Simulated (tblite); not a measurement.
Species: C6H8GeO2Si.
Atom-mapped SMILES: `[O:1]=[C:2]([OH:3])[CH2:4][C:5]#[C:6][SiH2:7][C:8]#[C:9][GeH3:10]` (hydrogens: H11 on O3; H12, H13 on C4; H14, H15 on Si7; H16, H17, H18 on Ge10)

Computed with GFN2-xTB (tblite), gas phase: L-BFGS steps from a force-field or distance-geometry start until the largest atomic force falls under 0.01 eV/Å.

Step 9: E = -777.5675 eV
```
atom  x, y, z in Å  |  force x, y, z in eV/Å
O1      1.4228   -2.8478    2.0605   -0.103  -0.026  -0.106
C2      0.7284   -3.0546    1.1023    0.035   0.044   0.058
O3     -0.5758   -3.3302    1.1935    0.000  -0.013  -0.080
C4      1.2201   -3.0258   -0.3354    0.027   0.016   0.081
C5      1.0646   -1.6844   -0.8715    0.000  -0.140   0.061
C6      0.9493   -0.5742   -1.3208   -0.048   0.160  -0.031
Si7     0.7616    1.1264   -2.0270    0.047  -0.005  -0.072
C8     -0.2286    2.1210   -0.8160    0.161  -0.183  -0.204
C9     -0.8737    2.7823   -0.0373   -0.125   0.121   0.142
Ge10   -1.8803    3.8087    1.1852   -0.016   0.044   0.056
H11    -0.8761   -3.3197    2.1170    0.059   0.029  -0.043
H12     0.6728   -3.7358   -0.9599   -0.070   0.021   0.117
H13     2.2805   -3.2807   -0.3158    0.090  -0.024  -0.076
H14     0.0302    1.0429   -3.3016    0.015  -0.006   0.063
H15     2.0843    1.7481   -2.1930   -0.045  -0.040   0.025
H16    -3.1158    4.3059    0.5130   -0.010   0.005  -0.006
H17    -1.0598    4.9681    1.6446   -0.014  -0.010   0.004
H18    -2.2533    2.9561    2.3505   -0.003   0.007   0.011
```

Step 10: E = -777.5705 eV
```
atom  x, y, z in Å  |  force x, y, z in eV/Å
O1      1.4162   -2.8487    2.0642   -0.028  -0.006  -0.079
C2      0.7299   -3.0538    1.1007    0.012   0.035   0.029
O3     -0.5735   -3.3308    1.1864   -0.036  -0.013  -0.045
C4      1.2218   -3.0247   -0.3354    0.026   0.002   0.083
C5      1.0605   -1.6834   -0.8703    0.037  -0.114   0.037
C6      0.9481   -0.5726   -1.3199   -0.042   0.089  -0.004
Si7     0.7621    1.1266   -2.0273    0.050  -0.023  -0.076
C8     -0.2279    2.1189   -0.8177    0.075  -0.088  -0.097
C9     -0.8731    2.7814   -0.0385   -0.062   0.056   0.068
Ge10   -1.8790    3.8075    1.1839   -0.039   0.062   0.078
H11    -0.8663   -3.3167    2.1119    0.001   0.015  -0.032
H12     0.6668   -3.7356   -0.9530   -0.033   0.032   0.101
H13     2.2823   -3.2826   -0.3160    0.061  -0.005  -0.102
H14     0.0305    1.0425   -3.2992   -0.001  -0.007   0.027
H15     2.0834    1.7466   -2.1921   -0.013  -0.025   0.019
H16    -3.1159    4.3063    0.5136    0.000  -0.002  -0.006
H17    -1.0609    4.9683    1.6455   -0.012  -0.017  -0.003
H18    -2.2538    2.9573    2.3514    0.003   0.007   0.000
```

Step 11: E = -777.5721 eV
```
atom  x, y, z in Å  |  force x, y, z in eV/Å
O1      1.4125   -2.8492    2.0654    0.026   0.015  -0.016
C2      0.7304   -3.0529    1.0998   -0.012   0.015  -0.008
O3     -0.5729   -3.3313    1.1818   -0.036  -0.005  -0.023
C4      1.2234   -3.0242   -0.3341    0.029  -0.002   0.044
C5      1.0587   -1.6834   -0.8696    0.050  -0.042   0.006
C6      0.9468   -0.5716   -1.3189   -0.030  -0.003   0.027
Si7     0.7633    1.1262   -2.0289    0.027  -0.031  -0.037
C8     -0.2272    2.1172   -0.8192   -0.011   0.005   0.008
C9     -0.8729    2.7810   -0.0391    0.003  -0.010  -0.007
Ge10   -1.8791    3.8078    1.1846   -0.033   0.039   0.050
H11    -0.8608   -3.3148    2.1084   -0.037   0.006  -0.021
H12     0.6628   -3.7349   -0.9472   -0.012   0.031   0.084
H13     2.2844   -3.2837   -0.3180    0.028   0.007  -0.101
H14     0.0306    1.0420   -3.2974   -0.018  -0.010  -0.012
H15     2.0828    1.7453   -2.1912    0.024  -0.009   0.011
H16    -3.1160    4.3065    0.5139    0.003  -0.003  -0.005
H17    -1.0616    4.9682    1.6461   -0.004  -0.008   0.000
H18    -2.2540    2.9580    2.3520    0.002   0.004   0.001
```

Step 12: E = -777.5730 eV
```
atom  x, y, z in Å  |  force x, y, z in eV/Å
O1      1.4112   -2.8492    2.0652    0.039   0.025   0.029
C2      0.7303   -3.0522    1.0992   -0.013   0.000  -0.020
O3     -0.5733   -3.3316    1.1793   -0.015   0.005  -0.008
C4      1.2251   -3.0240   -0.3326    0.025  -0.002   0.004
C5      1.0589   -1.6838   -0.8692    0.049   0.011  -0.012
C6      0.9455   -0.5713   -1.3177   -0.020  -0.053   0.041
Si7     0.7645    1.1255   -2.0305   -0.001  -0.026   0.007
C8     -0.2268    2.1162   -0.8201   -0.050   0.050   0.056
C9     -0.8728    2.7806   -0.0395    0.029  -0.036  -0.037
Ge10   -1.8797    3.8088    1.1859   -0.014   0.004   0.009
H11    -0.8594   -3.3138    2.1064   -0.051   0.002  -0.022
H12     0.6605   -3.7339   -0.9424   -0.007   0.018   0.060
H13     2.2865   -3.2843   -0.3213    0.003   0.010  -0.084
H14     0.0304    1.0416   -3.2965   -0.026  -0.012  -0.037
H15     2.0827    1.7443   -2.1905    0.047   0.000   0.005
H16    -3.1162    4.3067    0.5137    0.003  -0.002  -0.002
H17    -1.0619    4.9682    1.6464    0.002   0.002   0.004
H18    -2.2542    2.9583    2.3526    0.000   0.003   0.006
```

**Question.** Estimate the geometry and energy of step 13. (The exact step hangs on the optimiser's Hessian estimate; all steps are aligned on step 12, rigid shifts and turns removed.)

**Answer.** E = -777.5738 eV, largest force 0.096 eV/Å
```
atom  x, y, z in Å  |  force x, y, z in eV/Å
O1      1.4110   -2.8487    2.0648    0.026   0.027   0.050
C2      0.7300   -3.0515    1.0988    0.005  -0.006  -0.008
O3     -0.5741   -3.3317    1.1776    0.016   0.016  -0.002
C4      1.2270   -3.0238   -0.3313    0.014  -0.002  -0.023
C5      1.0603   -1.6844   -0.8690    0.041   0.037  -0.017
C6      0.9440   -0.5716   -1.3162   -0.013  -0.061   0.037
Si7     0.7654    1.1244   -2.0317   -0.023  -0.012   0.038
C8     -0.2267    2.1157   -0.8206   -0.053   0.054   0.059
C9     -0.8728    2.7802   -0.0397    0.025  -0.032  -0.031
Ge10   -1.8805    3.8097    1.1872    0.007  -0.024  -0.026
H11    -0.8601   -3.3131    2.1048   -0.054   0.001  -0.025
H12     0.6588   -3.7327   -0.9375   -0.010  -0.001   0.029
H13     2.2886   -3.2845   -0.3258   -0.012   0.007  -0.058
H14     0.0298    1.0411   -3.2965   -0.024  -0.013  -0.042
H15     2.0835    1.7435   -2.1898    0.049  -0.001   0.001
H16    -3.1166    4.3068    0.5134    0.003  -0.001   0.001
H17    -1.0619    4.9684    1.6468    0.004   0.008   0.007
H18    -2.2543    2.9583    2.3532   -0.002   0.003   0.008
```

The energy changes by -0.0008 eV. The first-order estimate −F·Δx gives -0.0011 eV and the mean of the old and new forces, exact on a quadratic surface, -0.0008 eV. The step makes an angle of 55° with the force vector and moves no atom by more than 0.005 Å.

What follows is the cost of the whole relaxation. Time: 0.7 s wall. Hardware: one thread, Arm Neoverse N1 (aarch64), on a shared host.
